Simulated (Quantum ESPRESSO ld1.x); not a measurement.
Species: I51+. Configuration: [He]. All-electron calculation, scalar-relativistic Kohn-Sham, LDA (Slater exchange, Perdew-Wang correlation), spin-polarised, spherical densities, point nucleus. Program: ld1.x of Quantum ESPRESSO 7.5.

Unscreened Slater integrals over Kohn-Sham orbitals (eV). They are taken over the spin-up orbitals. Empty in this configuration: 2s.

| integral | value |
|---|---|
| F0(1s,1s) | 948.18 |
| F0(1s,2s) | 315.22 |
| G0(1s,2s) | 32.992 |
| F0(2s,2s) | 224.26 |
